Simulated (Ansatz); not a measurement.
C2H4I, SMILES [CH](I)C, multiplicity 2.

Coordinates come from a PBE0-D3(BJ)/def2-SVP optimisation. The isomer is the one that the SMILES or the coordinates give; other isomers of the formula were not compared. The def2 effective core potentials stand for the cores of I; spin–orbit coupling is left out.

Two levels are set side by side: PBE/def2-SVPD (Ansatz, a first-principles code) and ωB97X-V/def2-SVPD (Ansatz). Energy differences of separate SCF runs at the same geometry; the states with an electron removed or added have multiplicity 1 and 1. Differences are taken from unrounded values.

```
quantity                         ωB97X-V
-------------------------------  -------
vertical ionisation energy (eV)     8.02
```

Task: What does PBE give, and how far is it from ωB97X-V? (Estimate from the structure and the level; the computed values follow.)

Result: 
```csv
quantity,PBE,PBE minus ωB97X-V
vertical ionisation energy (eV),7.69,-0.33
```
